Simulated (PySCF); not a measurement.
Si(H)2(Me)(SH) (CH6SSi), SMILES S[SiH2]C.

Coordinates come from a PBE0-D3(BJ)/def2-SVP optimisation. Other conformers were not sampled.

Calculation: TDDFT-PBE0/def2-SVPD (PySCF).

Vertical excitations. The molecule is in vacuum.

```tsv
state	energy (eV)	λ (nm)	f	main pairs
S1	5.99	207	0.015	HOMO→LUMO 89 %
S2	6.32	196	0.027	HOMO→LUMO+1 76 %, HOMO→LUMO+2 14 %
S3	6.91	179	0.027	HOMO→LUMO+2 69 %, HOMO→LUMO+1 17 %
S4	7.42	167	0.005	HOMO→LUMO+3 85 %
S5	7.64	162	0.030	HOMO→LUMO+5 74 %, HOMO→LUMO+6 12 %
S6	7.70	161	0.027	HOMO→LUMO+4 93 %
S7	7.86	158	0.045	HOMO−1→LUMO 91 %
S8	7.96	156	0.032	HOMO→LUMO+6 76 %, HOMO→LUMO+5 16 %
S9	8.24	150	0.004	HOMO→LUMO+7 72 %, HOMO−1→LUMO+1 14 %
S10	8.36	148	0.027	HOMO−2→LUMO 35 %, HOMO−1→LUMO+1 30 %, HOMO→LUMO+7 17 %, HOMO−2→LUMO+1 9 %
T1	5.56	223	0	HOMO→LUMO 83 %
T2	5.92	210	0	HOMO→LUMO+1 73 %, HOMO→LUMO+2 14 %
T3	6.63	187	0	HOMO→LUMO+2 64 %, HOMO→LUMO+1 19 %
T4	7.15	173	0	HOMO−1→LUMO+1 21 %, HOMO→LUMO+5 20 %, HOMO−1→LUMO+2 14 %, HOMO−1→LUMO 13 %
```
Triplets are in the Tamm–Dancoff approximation, which puts them higher than full response would, so one can lie above its singlet here.
